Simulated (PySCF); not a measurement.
CrO2F, SMILES [F][Cr+](=[O])=[O], charge +1, multiplicity 1. Atoms are numbered in the order given.

```xyz
4

Cr     0.0522     0.2575     0.0000
O      0.7874    -0.2642    -1.2233
O      0.7874    -0.2642     1.2233
F     -1.5389    -0.2170     0.0000
```
Charge +1, spin multiplicity 1.

Geometry: B3LYP-D3(BJ)/def2-SVP. The spin state was assumed, not searched. The isomer is the one that the SMILES or the coordinates give; other isomers of the formula were not compared.

These are TDDFT-LC-ωPBE/def2-SVPD (PySCF 2.14.0) values and carry that method's errors.

Vertical excitations. Gas-phase values at a fixed geometry. State labels are in the subgroup Cs.

Computed excitation energies, oscillator strengths and character:
```csv
state,symmetry,energy (eV),λ (nm),f,main pairs
S1,A",2.36,525,0.000,HOMO→LUMO 99 %
S2,A",3.15,394,0.002,HOMO→LUMO+1 92 %
S3,A',3.17,391,0.000,HOMO→LUMO+2 93 %
S4,A',3.82,325,0.004,HOMO−3→LUMO 90 %
S5,A",3.91,317,0.002,"HOMO−2→LUMO 76 %, HOMO−2→LUMO+1 15 %"
S6,A',3.98,311,0.003,"HOMO−1→LUMO 70 %, HOMO−3→LUMO+1 19 %"
S7,A',4.25,292,0.002,HOMO−1→LUMO+1 84 %
S8,A",4.41,281,0.001,"HOMO−2→LUMO+1 53 %, HOMO−3→LUMO+2 15 %, HOMO−2→LUMO 12 %, HOMO−1→LUMO+2 12 %"
S9,A",4.73,262,0.000,"HOMO−1→LUMO+2 35 %, HOMO−2→LUMO+1 26 %, HOMO−5→LUMO 17 %, HOMO−3→LUMO+2 15 %"
S10,A',4.78,259,0.005,"HOMO−3→LUMO+1 57 %, HOMO−2→LUMO+2 24 %, HOMO−1→LUMO 11 %"
T1,A",2.09,593,0,HOMO→LUMO 95 %
T2,A",2.43,510,0,HOMO→LUMO+1 91 %
T3,A',2.65,468,0,HOMO→LUMO+2 83 %
T4,A',2.77,448,0,"HOMO−1→LUMO 47 %, HOMO−2→LUMO+2 13 %, HOMO→LUMO+2 8 %, HOMO−4→LUMO 8 %"
```
Triplets are in the Tamm–Dancoff approximation, which puts them higher than full response would, so one can lie above its singlet here.
